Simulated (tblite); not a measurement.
Species: (CH3)3CCHF2, C5H10F2.
SMILES: `CC(C)(C)C(F)F`

Level: GFN2-xTB in tblite, geometry and Hessian alike; calculated harmonic values, unscaled, isolated species. Against measured fundamentals such values can be off by several per cent, at times by over 20.

Harmonic wavenumbers (cm⁻¹): 78.4, 179.0, 206.8, 222.9, 234.3, 248.6, 320.9, 335.1, 385.4, 473.9, 476.7, 596.5, 798.3, 922.0, 970.7, 971.4, 974.6, 1020.5, 1046.2, 1051.4, 1083.6, 1217.8, 1253.2, 1267.0, 1279.6, 1310.7, 1407.9, 1408.2, 1431.1, 1483.0, 1488.9, 1489.4, 1499.2, 1500.4, 1508.0, 2879.5, 3029.1, 3033.9, 3041.3, 3042.0, 3043.7, 3045.5, 3048.3, 3050.6, 3052.3.

A = 3223, B = 2286, C = 1916 MHz; mass 108.075 u (most abundant isotopes); point group Cs, symmetry number 1.

Problem. What is the zero-point energy?

Solution. Half the sum of the wavenumbers: 31204 cm⁻¹ = 373.28 kJ/mol.

Problem. Give the ideal-gas entropy at 400 K and 1 bar in the rigid-rotor, harmonic-oscillator model (classical rotation).

Solution. Translation 173.37, rotation 118.82, vibration 121.23: S = 413.4 J/(mol K).

Problem. And Cp and H(400 K) − H(0)?

Solution. Cp = 171.14 J/(mol K), of which vibrations give 137.88 (their classical limit is 45 R = 374.2); H(400 K) − H(0) = 40.50 kJ/mol without the zero-point energy, 27.20 from vibrations.

Problem. Blend soft modes into free rotors: weight 1/[1 + (100 cm⁻¹/ν̃)⁴] for the oscillator and the rest for a rotor with moment μB/(μ + B), μ = h/(8π²ν), B = 10⁻⁴⁴ kg m². What vibrational entropy results?

Solution. 117.66 J/(mol K) in place of 121.23, which changes −T·S at 400 K by +1.43 kJ/mol.

Problem. Which modes carry the vibrational entropy at 400 K?

Solution. 78.4 cm⁻¹: 18.87; 179.0 cm⁻¹: 12.12; 206.8 cm⁻¹: 10.96; 222.9 cm⁻¹: 10.37; 234.3 cm⁻¹: 9.98; 248.6 cm⁻¹: 9.52 J/(mol K); the other 39 give 49.42 together.

Problem. What must be added to the electronic energy to get the Gibbs energy at 400 K and 1 bar?

Solution. ZPE + [H(400 K) − H(0)] − T·S = 373.28 + 40.50 − 165.37 = 248.41 kJ/mol.

Problem. How do the functions run with temperature in this model?

Solution. 
```tsv
T (K)	S (J/(mol K))	Cp (J/(mol K))	H − H(0) (kJ/mol)	G − H(0) (kJ/mol)	ln q(vib)
100	263.1	65.6	4.48	-21.82	0.65
200	321.0	103.6	13.06	-51.14	2.39
300	369.3	137.1	25.08	-85.71	4.37
500	455.0	202.0	59.19	-168.31	8.45
800	565.9	269.4	130.74	-321.95	14.49
1000	629.4	299.3	187.76	-441.59	18.30
```

q(vib) and H(0) count from the zero-point level.

Hindered rotation and anharmonicity are outside this model.

The values belong to the conformer `[CH3:1][C:2]([CH3:3])([CH3:4])[CH:5]([F:6])[F:7]`: C1–C2–C5–F6 59°.
